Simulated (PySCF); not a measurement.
## Excitation energy of Be by level of theory

Be [He] 2s2 (1S) → Be [He] 2s1 3d1 (3D), as a difference of total energies. Computed with PySCF 2.14 in dyall-av3z (15s9p4d2f, 76 functions), with the non-relativistic Hamiltonian (point nucleus). Correlated levels: valence: 1s2 frozen; virtual orbitals above 40 to 60 times the deepest correlated orbital energy dropped. The calculations carry no spin-orbit coupling.

```csv
method,excitation energy (eV)
UHF,7.693
LDA,7.923
PBE,7.775
PBE0,7.921
r2SCAN,7.821
CAM-B3LYP,8.362
LC-wPBE,8.394
MN15,8.519
B2PLYP,8.278
MP2 (valence),8.386
SCS-MP2 (valence),8.612
```

Q: How much does correlation contribute at MP2 (valence)?

A: 8.386 − (7.693) = 0.693 eV, measured against UHF.

The promoted electron is Rydberg-like, and one or two diffuse shells describe it only roughly, which tends to raise the upper state.

In the upper state the promoted electron has a positive orbital energy at LDA, PBE, PBE0, r2SCAN, MN15, B2PLYP, so the basis confines it.
